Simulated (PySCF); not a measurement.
**Electron correlation in Se (selenium, neutral)**

[Ar] 3d10 4s1 4p5, high-spin 3P determinant (an excited configuration). Computed with PySCF 2.14 in aug-cc-pVQZ-PP with one added diffuse shell each of s, p, d, f, g type with ECP10MDF (8s7p6d4f3g, 114 functions), with a scalar-relativistic core potential. Frozen: 3s2 3p6 3d10; 6 electrons correlated.

MP2 pair energies summed by pair of shells (mhartree):

```tsv
pair	energy	share (%)
4p-4p	-125.76	87.3
4s-4p	-18.36	12.7
```

Total MP2 correlation energy: -144.12 mhartree.

Same-spin part -27.09 and opposite-spin part -117.03 mhartree; SCS-MP2 scales them by 1/3 and 6/5 to -149.46 mhartree.
